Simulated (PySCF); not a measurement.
# Dipole response of Ba (barium, neutral)

[Xe] 6s2, closed-shell 1S. All numbers are calculated (PySCF 2.14, the spin-free X2C one-electron Hamiltonian (Gaussian nucleus), in aug-cc-pwCVTZ-X2C with one added diffuse shell each of s, p, d, f type (12s11p9d5f, 125 functions)). Coupled (time-dependent) response in atomic units; α is the mean over directions.

```csv
method,mean α (bohr³),C₆ (like pair),S(−4)
PBE0,278.8,5554,34340
r2SCAN0,279.3,5731,32450
```

S(−4) is the Cauchy moment in α(ω) = α(0) + S(−4) ω² + …

Reference α: 272 ± 10 bohr³ (recommended; Schwerdtfeger and Nagle, table of static dipole polarizabilities (2023 update)). Published C₆: 5540 (Gould and Bucko (2016)).

α(iu) at PBE0:

```json
{"u (hartree)": "0", "α(iu) (bohr³)": "278.8"}
{"u (hartree)": "0.0500", "α(iu) (bohr³)": "213.9"}
{"u (hartree)": "0.100", "α(iu) (bohr³)": "128.6"}
{"u (hartree)": "0.200", "α(iu) (bohr³)": "54.52"}
{"u (hartree)": "0.300", "α(iu) (bohr³)": "31.33"}
{"u (hartree)": "0.500", "α(iu) (bohr³)": "16.26"}
{"u (hartree)": "0.750", "α(iu) (bohr³)": "9.848"}
{"u (hartree)": "1.00", "α(iu) (bohr³)": "6.781"}
{"u (hartree)": "1.50", "α(iu) (bohr³)": "3.841"}
{"u (hartree)": "2.00", "α(iu) (bohr³)": "2.506"}
{"u (hartree)": "3.00", "α(iu) (bohr³)": "1.358"}
{"u (hartree)": "5.00", "α(iu) (bohr³)": "0.6262"}
```

Spin-orbit coupling, which splits the p, d and f shells strongly at this Z, is absent.
